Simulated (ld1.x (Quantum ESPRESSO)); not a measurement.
## Plane-wave convergence, RRKJ potential for Tc

| Item | Value |
| --- | --- |
| Element | technetium |
| Generator | ld1.x (Quantum ESPRESSO) 7.5 |
| Type | norm-conserving RRKJ (Kleinman–Bylander form) |
| Functional | LDA (PZ) |
| Relativity | scalar-relativistic |
| Frozen core | [Ar] 3d10 |
| Valence charge | 15 |
| Reference configuration | 4s2 4p6 4d5.5 5s1.5 5p0 |
| Partial waves | 4s (bound): rc 1.50 bohr; 4d (bound): rc 1.50 bohr; 4f channel at 0.15 Ry: rc 1.35 bohr; 4p (bound): rc 1.60 bohr |
| Local potential | the p channel |
| Core correction | a·sin(br)/r model core inside 0.75 bohr |
| rho0 | 0.01 |

Occupied shells without a wave of their own: 5s. They enter only through the test configuration that unscreens the potential, and ld1.x also counts them in the model core charge.

The pseudo-atom Hamiltonian at the reference potential is diagonalised in spherical Bessel functions j_l(qr) that vanish at 20 bohr, with q² up to the cutoff. All-electron valence levels (Ry): 4s -5.2796, 5s -0.3557, 4d -0.4182, 4p -3.2278, 5p -0.0962.

How do the lowest levels (Ry) of each channel move with the cutoff, and are there ghosts?

| cutoff (Ry) | s #1 | s #2 | s #3 | d #1 | f #1 | p #1 | p #2 | p #3 | Σ f·Δε (mRy) |
| --- | --- | --- | --- | --- | --- | --- | --- | --- | --- |
| 8 | -3.9656 | -0.2261 | 0.0230 | -0.0075 | 0.1095 | -2.3951 | -0.0522 | 0.0611 | 10091.6 |
| 12 | -4.1522 | -0.2383 | 0.0215 | -0.1169 | 0.1095 | -2.9347 | -0.0775 | 0.0540 | 5860.6 |
| 15 | -4.3284 | -0.2524 | 0.0197 | -0.1824 | 0.1095 | -3.1284 | -0.0898 | 0.0512 | 3965.1 |
| 21 | -4.7962 | -0.2964 | 0.0146 | -0.3198 | 0.1095 | -3.2119 | -0.0975 | 0.0496 | 1706.8 |
| 30 | -5.1081 | -0.3343 | 0.0106 | -0.3918 | 0.1095 | -3.2214 | -0.0994 | 0.0492 | 573.5 |
| 40 | -5.2525 | -0.3582 | 0.0080 | -0.4161 | 0.1095 | -3.2242 | -0.0994 | 0.0492 | 97.9 |
| 45 | -5.2677 | -0.3616 | 0.0077 | -0.4175 | 0.1095 | -3.2263 | -0.0995 | 0.0492 | 42.3 |
| 55 | -5.2789 | -0.3646 | 0.0074 | -0.4180 | 0.1095 | -3.2275 | -0.0996 | 0.0492 | 5.5 |
| 70 | -5.2796 | -0.3649 | 0.0073 | -0.4182 | 0.1095 | -3.2277 | -0.0996 | 0.0492 | 1.8 |
| 80 | -5.2796 | -0.3649 | 0.0073 | -0.4182 | 0.1095 | -3.2277 | -0.0996 | 0.0492 | 1.0 |
| 100 | -5.2796 | -0.3649 | 0.0073 | -0.4183 | 0.1095 | -3.2278 | -0.0996 | 0.0492 | 0.3 |
| 400 | -5.2797 | -0.3649 | 0.0073 | -0.4183 | 0.1095 | -3.2278 | -0.0996 | 0.0492 | 0.0 |

Result: no extra level below or beside the all-electron valence levels (s, d, f, p tested); 10 mRy is reached at 55 Ry and 1 mRy at 80 Ry.

ld1.x takes every shell without a wave as core, so the model core holds the 5s electrons as well and exchange and correlation see them twice. This cancels in the reference configuration, but the file is broken for other ones, and its errors say nothing about a proper core correction. Its largest configuration-test error is -1113 meV.
